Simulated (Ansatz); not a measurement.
A nudged elastic band was laid between two geometries of CH₈AlNOSi (13 atoms, charge 0, multiplicity 1).

The calculation used Ansatz, RKS r2SCAN/def2-SVP.

```yaml
movable_images: 7
climbing_image: yes
spring: 5.0 eV/Å²
optimiser: quadratic models (default)
start_path: IDPP
force_threshold: 0.03 eV/Å
iteration_limit: 49
end_points: relaxed
```

First end point:

```xyz
13
Properties=species:S:1:pos:R:3
C -1.702 0.204 1.137
Si -0.224 0.677 0.088
O 0.733 1.788 0.897
N 0.632 -0.774 -0.370
Al 1.596 -1.112 -1.845
H -2.397 -0.444 0.579
H -1.395 -0.345 2.044
H -2.258 1.097 1.465
H -0.611 1.397 -1.152
H 1.074 1.521 1.758
H 0.591 -1.521 0.325
H 1.665 0.000 -2.970
H 2.317 -2.524 -1.942
```

Last end point:

```xyz
13
Properties=species:S:1:pos:R:3
C -1.828 0.013 0.953
Si -0.392 0.596 -0.098
O 0.188 2.063 0.460
N 0.823 -0.659 -0.135
Al 2.025 -1.042 -1.410
H -2.608 0.788 1.022
H -2.288 -0.896 0.534
H -1.506 -0.224 1.982
H -0.798 0.900 -1.494
H 0.514 2.082 1.367
H 0.848 -1.238 0.706
H 2.001 -0.190 -2.744
H 3.041 -2.229 -1.128
```

(1) What changes between the two ends?

(2) Give the energies along the band, and the barrier.

(3) What is the geometry of the highest image?

(4) What are the harmonic wavenumbers there?

Answers

(1) No bond is made or broken. The dihedral H6–C1–Si2–N4 goes from -61 to 179°. The two ends are copies of one structure, up to a mirror image or an exchange of like atoms.

(2) The run converged. The highest image is number 4 of 0 to 8, 0.066 eV above the ends, which have the same energy within 2 meV. A vibrational analysis at the climbing image gives one clearly imaginary mode, 163i cm⁻¹: a first-order saddle point.

| image | path coordinate (Å) | energy (eV) | dihedral H6–C1–Si2–N4 (°) |
| --- | --- | --- | --- |
| 0 | 0.00 | 0.000 | -61 |
| 1 | 0.44 | 0.010 | -75 |
| 2 | 0.87 | 0.033 | -90 |
| 3 | 1.31 | 0.056 | -105 |
| 4 | 1.75 | 0.066 | -121 |
| 5 | 2.19 | 0.056 | -136 |
| 6 | 2.64 | 0.032 | -152 |
| 7 | 3.09 | 0.009 | -167 |
| 8 | 3.54 | 0.000 | 179 |

(3) 
```xyz
13
Properties=species:S:1:pos:R:3
C -1.808 0.068 1.007
Si -0.357 0.613 -0.062
O 0.299 2.041 0.517
N 0.803 -0.687 -0.172
Al 1.936 -1.101 -1.500
H -2.748 0.117 0.433
H -1.701 -0.967 1.369
H -1.933 0.728 1.880
H -0.767 0.976 -1.443
H 0.634 2.027 1.421
H 0.850 -1.281 0.657
H 1.899 -0.237 -2.827
H 2.913 -2.331 -1.266
```

(4) 163i, 40, 126, 158, 179, 238, 311, 338, 492, 539, 605, 626, 696, 714, 761, 779, 814, 862, 892, 913, 926, 1111, 1256, 1426, 1435, 1933, 1954, 2264, 3037, 3137, 3144, 3554, 3882 cm⁻¹.

Time of the run: 2.7 min on 2 threads of Arm Neoverse V2 (shared host), peak memory 0.19 GiB.
